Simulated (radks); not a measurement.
The numbers below are computed, except where a source is named.
Question: All-electron atom: the lanthanum ion La9+ in [Kr] 4d10 5s2. Code: a radial shooting solver on a logarithmic mesh with Libxc functionals. Model: scalar-relativistic Kohn-Sham, PBE, spin-polarised, spherical densities, finite nucleus; Fermi nuclear charge, rms radius 4.855 fm. Some entries of the table are withheld. Estimate them.

| orbital | occ. | eigenvalue (hartree) | <r> (bohr) | r(max) (bohr) |
|---|---|---|---|---|
| 1s | 2 | -1428.665 | 0.02507 | 0.01608 |
| 2s | 2 | -231.3100 | 0.1074 | 0.09094 |
| 2p | 6 | -207.8111 | 0.09424 | 0.07312 |
| 3s | 2 | -53.05366 | 0.2851 | 0.2603 |
| 3p | 6 | -45.54698 | 0.2830 | 0.2547 |
| 3d | 10 | -34.76249 | 0.2598 | 0.2100 |
| 4s | 2 | (1) | 0.6514 | (2) |
| 4p | 6 | (3) | 0.6883 | 0.6337 |
| 4d | 10 | (4) | 0.7532 | (5) |
| 5s | 2 | -5.35390 | (6) | 1.327 |
| 5p | 0 | -4.59414 | 1.519 | 1.442 |
| 6s | 0 | -2.83352 | 2.479 | 2.505 |

Answer: 
(1) 4s eigenvalue (hartree): -14.25008
(2) 4s r(max) (bohr): 0.6072
(3) 4p eigenvalue (hartree): -11.79581
(4) 4d eigenvalue (hartree): -8.23180
(5) 4d r(max) (bohr): 0.6677
(6) 5s <r> (bohr): 1.395
